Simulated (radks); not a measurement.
The numbers below are computed, except where a source is named.
Task: Species: As+. Configuration: [Ar] 3d10 4s1.75 4p2 5s0.25 (fractional occupations, a model configuration). Level of theory: scalar-relativistic Kohn-Sham, LDA (Slater exchange, Perdew-Zunger correlation), spin-unpolarised, spherical densities, point nucleus (a radial shooting solver on a logarithmic mesh with Libxc functionals). Some entries of the table are withheld. Estimate them.

orbital,occ.,eigenvalue (hartree),<1/r> (bohr^-1),<r^2> (bohr^2)
1s,2,-430.3534,33.42,0.002794
2s,2,-54.97446,7.356,0.04864
2p,6,-48.31004,7.216,0.03853
3s,2,-7.38865,2.383,0.4143
3p,6,(1),2.232,0.4489
3d,10,-1.92587,1.911,0.5791
4s,1.75,-0.91455,0.7128,(2)
4p,2,-0.53789,0.5757,5.947
5s,0.25,-0.20935,0.2549,29.02
4d,0,-0.14863,0.2821,24.37
5p,0,-0.13836,0.2023,46.40
6s,0,-0.07720,0.1247,127.5
4f,0,-0.04359,0.1025,147.5

Result: 
(1) 3p eigenvalue (hartree): -5.32742
(2) 4s <r^2> (bohr^2): 3.918
